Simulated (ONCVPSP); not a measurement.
# What one change does to a pseudopotential (Ge, ONCV)

Ge, optimised norm-conserving Vanderbilt (ONCV), made with ONCVPSP 4.0.1 (PBE, scalar-relativistic). Core [Ar] 3d10, reference 4s2 4p2. Waves: 4s: rc 1.55 bohr, ncon 4, nbas 7, qcut 4 1/bohr, 2 projectors, debl 1.7 Ha; 4p: rc 1.65 bohr, ncon 3, nbas 6, qcut 5.7 1/bohr, 3 projectors, debl 1 Ha; d scattering state at 0.07 Ha: rc 1.65 bohr, ncon 3, nbas 7, qcut 6.5 1/bohr, 2 projectors, debl 2.6 Ha. Local part: polynomial inside 1.05 bohr (lpopt 5, dvloc0 0 Ha). Core correction: none.

Change: s: qcut 3.8; p: qcut 5.4; d: qcut 6.1.

Cutoffs: the cutoffs (Ha) at which the residual kinetic energy of the hardest occupied pseudo-wave falls to 1 and 0.1 mHa per electron; they do not see the model core or the augmentation charge, which bear on the density cutoff. Errors are all-electron minus pseudo energies relative to the spin-unpolarised reference configuration.

Problem. How do hardness, ghosts and transferability respond?

Solution. The potential gets harder (8.8 Ha and 23 Ha → 9.9 Ha and 32 Ha); both files keep a bound ghost (d, p); the errors of the 4 common tests hardly move.

```csv
quantity,base,changed
"cutoff, loose",8.8 Ha,9.9 Ha
"cutoff, tight",23 Ha,32 Ha
loose cutoff by channel,"s 8.8 Ha, p 7.2 Ha","s 9.9 Ha, p 7.2 Ha"
bound ghosts,"p, d","p, d"
GHOST(+) flags under 300 eV,s at 17.8 eV,s at 20.5 eV
"error for 4s2 4p1, meV [ΔE 7.44 eV]",-3.8,-3.7
"error for 4s2 4p0, meV [ΔE 22.88 eV]",-10,-10
"error for 4s1 4p0, meV [ΔE 57.68 eV]",+75,+75
"error for 4s1 4p3, meV [ΔE 7.97 eV]",+10,+9.7
s: phases at 1.58 bohr within 0.05 rad from the reference energy up to (Ha; the scan ends near 5),to the end of the scan,to the end of the scan
p: phases at 1.67 bohr within 0.05 rad from the reference energy up to (Ha; the scan ends near 5),to the end of the scan,to the end of the scan
d: phases at 1.67 bohr within 0.05 rad from the reference energy up to (Ha; the scan ends near 5),0.9,0.8
```

Base: The cutoffs count occupied waves only; projector 2 of the d channel, the hardest unoccupied one, needs 125 Ha at the loose tolerance. Changed file: The cutoffs count occupied waves only; projector 2 of the d channel, the hardest unoccupied one, needs 146 Ha at the loose tolerance. A true bound ghost makes a file unfit for plane-wave use even where its test errors are small: the radial tests pick states by their node count and pass the ghost by.
